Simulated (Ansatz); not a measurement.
Species: InHClF, charge 0, singlet. InHClF (SMILES [F][InH][Cl]).
B3LYP-D3(BJ)/def2-TZVP minimum from Ansatz (a program for electronic structure):
```xyz
4

In    -0.0974    -0.4143     0.2089
H     -1.0403    -1.7919     0.4945
F      1.5974    -0.1233     1.1361
Cl    -0.5038     1.3650    -1.2326
```
Charge 0, spin multiplicity 1.

Total energies in hartree (Ansatz). Radicals and triplets start from unrestricted determinants; spin-orbit coupling is neglected. Correlated methods leave the cores frozen (noble-gas shells, and filled d and f shells in the p block). Past Kr the def2 sets carry scalar-relativistic core potentials. For partners of very few electrons the exact lower level stands in for a higher one. Spin-orbit terms, left out, reach several kcal/mol for Br and I, and more for heavier atoms.

```csv
species,HF/def2-TZVPP,CCSD(T)/def2-TZVPP,HF/def2-QZVPP,CCSD(T)/def2-QZVPP,CCSDT(Q)/def2-TZVPP
1: InHClF (SMILES [F][InH][Cl]),-748.86668,-749.41969,-748.88623,-749.48928,-749.42126
2: In (doublet),-189.21003,-189.25218,-189.21066,-189.25402,-189.25243
3: H (doublet),-0.49981,-0.49981,-0.49998,-0.49998,-0.49981
4: F (doublet),-99.41180,-99.62506,-99.41589,-99.65118,-99.62536
5: Cl (doublet),-459.47685,-459.66464,-459.48954,-459.69535,-459.66548
```

Problem. Work out the atomisation energy (electronic, to ground-state atoms) in kJ/mol: take Hartree-Fock from def2-QZVPP, extrapolate the CCSD(T) correlation energy as X^-3 (X = 3, 4), and add CCSDT(Q) - CCSD(T) in def2-TZVPP. 1 hartree = 2625.5 kJ/mol.

Solution. 
Species 1: correlation (64·(-0.60305) - 27·(-0.55301))/37 = -0.63957; step -0.00157; E1 = -748.88623 + (-0.63957) + (-0.00157) = -749.52737
Species 2: correlation (64·(-0.04336) - 27·(-0.04215))/37 = -0.04424; step -0.00025; E2 = -189.21066 + (-0.04424) + (-0.00025) = -189.25515
Species 3: correlation (64·(0.00000) - 27·(0.00000))/37 = 0.00000; step +0.00000; E3 = -0.49998 + (0.00000) + (+0.00000) = -0.49998
Species 4: correlation (64·(-0.23529) - 27·(-0.21326))/37 = -0.25137; step -0.00030; E4 = -99.41589 + (-0.25137) + (-0.00030) = -99.66756
Species 5: correlation (64·(-0.20581) - 27·(-0.18779))/37 = -0.21896; step -0.00084; E5 = -459.48954 + (-0.21896) + (-0.00084) = -459.70934
-1·E1 +1·E2 +1·E3 +1·E4 +1·E5 = 0.39534 hartree = 1038.0 kJ/mol.
